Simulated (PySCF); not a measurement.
**How the method moves the HOMO and LUMO of `O=C(Cl)c1ccco1`**

Compound: C5H3ClO2.
Atom-mapped SMILES: `[O:1]=[C:2]([Cl:3])[c:4]1[cH:5][cH:6][cH:7][o:8]1` (hydrogens: H9 on C5; H10 on C6; H11 on C7)

Cartesian coordinates in Å at the PBE0-D3(BJ)/def2-SVP level; atoms count from 1:
```
atom  x, y, z in Å
O1     3.118    0.785    0.551
C2     2.411    0.927   -0.396
Cl3    3.042    1.476   -1.962
C4     0.977    0.678   -0.403
C5     0.172    0.247    0.625
C6    -1.138    0.164    0.086
C7    -1.024    0.551   -1.223
O8     0.242    0.860   -1.521
H9     0.506    0.025    1.635
H10   -2.049   -0.141    0.595
H11   -1.744    0.647   -2.032
```

Basis pcSseg-1 throughout (PySCF), one geometry. Geometry: PBE0-D3(BJ)/def2-SVP, one conformer, isolated molecule.

Task: How do the orbital energies, the gap and the dipole change with the method?

Result: 
| method | kind | HOMO (eV) | LUMO (eV) | gap (eV) | μ (D) | SCF cycles |
| --- | --- | --- | --- | --- | --- | --- |
| KT3 | GGA | -6.60 | -2.89 | 3.70 | 4.22 | 18 |
| PBE | GGA | -6.64 | -2.95 | 3.69 | 4.19 | 17 |
| LDA | LDA | -6.88 | -3.21 | 3.67 | 4.29 | 17 |
| B97-2 | global hybrid | -7.42 | -2.18 | 5.25 | 4.35 | 15 |
| B3LYP | global hybrid | -7.44 | -2.30 | 5.14 | 4.31 | 15 |
| LC-wPBE | range-separated hybrid | -10.20 | 0.01 | 10.20 | 4.13 | 16 |

The HOMO spans 3.60 eV, from KT3 down to LC-wPBE, and the gap runs from 3.67 eV (LDA) to 10.20 eV (LC-wPBE). Over the methods KT3 (0 %), PBE (0 %), LDA (0 %), B97-2 (21 %), B3LYP (20 %), a straight line through the gap against the share of exact exchange rises by 0.74 eV for each 10 % (correlation coefficient 1.000). The dipole ranges from 4.13 D (LC-wPBE) to 4.35 D (B97-2). This basis has no diffuse functions.
